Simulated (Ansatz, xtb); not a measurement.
Isomers of C3H4BNO3 in order of energy

5 gas-phase structures of C3H4BNO3, from a drawn sample of its isomers (lower ones may exist). Each was relaxed with GFN2-xTB:

A. `OB(O)c1cocn1`, a singlet
B. `OB(O)c1cnco1`, a singlet
C. `OB(O)c1ncco1`, a singlet
D. `OB(O)c1ccon1`, a singlet
E. `OB(O)c1cnoc1`, a singlet

Question: Make a reasoned guess at their ranking by r2SCAN-D4/def2-SVP//GFN2-xTB single-point energy.

Answer: Calculated order at r2SCAN-D4/def2-SVP//GFN2-xTB: C (0.0), A (0.0), B (4.9), D (24.7), E (28.5) kcal/mol. Less than 1 kcal/mol parts C and A, so the order within that pair means little. CCSD(T)/def2-SVP + ΔMP2/def2-TZVPP after further relaxation puts A lowest instead.

Energies above the lowest of each column, in kcal/mol; the last columns are at r2SCAN-D4/def2-SVP geometries and were run for some of them only (a dash: not run or not comparable):

| structure | GFN2-xTB | HF/STO-3G | r2SCAN-D4/def2-SVP//GFN2-xTB | r2SCAN-D4/def2-SVP | CCSD(T)/def2-SVP + ΔMP2/def2-TZVPP |
| --- | --- | --- | --- | --- | --- |
| C | 0.0 | 0.0 | 0.0 | 0.1 | 1.2 |
| A | 0.4 | 0.3 | 0.0 | 0.0 | 0.0 |
| B | 2.7 | 5.9 | 4.9 | 5.0 | 4.8 |
| D | 27.8 | 13.4 | 24.7 | – | – |
| E | 29.7 | 17.9 | 28.5 | – | – |

CCSD(T)/def2-SVP + ΔMP2/def2-TZVPP puts A lowest of those it was run on; GFN2-xTB picks C. CCSD(T)/def2-SVP + ΔMP2/def2-TZVPP orders those it was run on as A (0.0), C (1.2), B (4.8) kcal/mol. Flexible structures stand in one conformer each, not always the lowest. Frequencies (GFN2-xTB) were run for A, B, C alone. ΔMP2 is the change of the MP2 energy from the smaller to the larger basis.

Over these structures GFN2-xTB departs from r2SCAN-D4/def2-SVP//GFN2-xTB by 1.3 kcal/mol on average once a common shift is removed. A GFN2-xTB relaxation took about 0.14 s and the r2SCAN-D4/def2-SVP//GFN2-xTB energy about 1.6 s on a shared host (Ansatz 0.2.0, xtb 6.7.1).
